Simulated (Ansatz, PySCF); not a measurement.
Sn(Br)(OH)2(NH2) (BrH4NO2Sn), SMILES [NH2][Sn]([OH])([Br])[OH]. Atoms are numbered in the order given.

```xyz
9

N      2.1209    -0.4487    -0.6934
Sn     0.2145     0.1870    -0.5485
O      0.0216     2.1454    -0.6117
O     -0.8494    -0.4223    -2.0858
Br    -0.6686    -0.6375     1.6256
H      2.2672    -1.2957    -0.1457
H      2.3777    -0.6476    -1.6599
H      0.4000     2.5724     0.1666
H     -1.6360     0.1234    -2.2109
```

Geometry: PBE0-D3(BJ)/def2-SVP. The structure was generated by enumeration; whether it is a known compound was not checked. The def2 effective core potentials stand for the cores of Sn; spin–orbit coupling is left out. One conformer was computed; it need not be the lowest.

Two levels are set side by side: PBE-D3(BJ)/def2-SVP (Ansatz, a first-principles code) and PBE0-D3(BJ)/def2-SVP (Ansatz). Each level has its own optimised geometry; the coordinates shown are those of the second. Frequencies come from the Hessian of PySCF at each geometry. Differences are taken from unrounded values.

| quantity | PBE0-D3(BJ) | PBE-D3(BJ) | PBE-D3(BJ) minus PBE0-D3(BJ) |
|---|---|---|---|
| mean bond length (Å) | 1.551 | 1.573 | 0.023 |
| bond N1–Sn2 (Å) | 2.015 | 2.051 | 0.036 |
| bond Sn2–O3 (Å) | 1.969 | 1.999 | 0.030 |
| bond Sn2–O4 (Å) | 1.966 | 1.997 | 0.031 |
| bond Sn2–Br5 (Å) | 2.487 | 2.521 | 0.033 |
| bond N1–H6 (Å) | 1.019 | 1.031 | 0.012 |
| bond N1–H7 (Å) | 1.020 | 1.032 | 0.012 |
| bond O3–H8 (Å) | 0.965 | 0.978 | 0.013 |
| bond O4–H9 (Å) | 0.966 | 0.978 | 0.013 |
| highest harmonic wavenumber (cm⁻¹) | 3888 | 3701 | -187 |
| mean harmonic wavenumber (cm⁻¹) | 1099 | 1055 | -44 |
| zero-point energy (kcal/mol) | 33.00 | 31.67 | -1.33 |

Exact exchange shortens and stiffens bonds; PBE has none. Differences between two approximate levels are no errors against the true value.
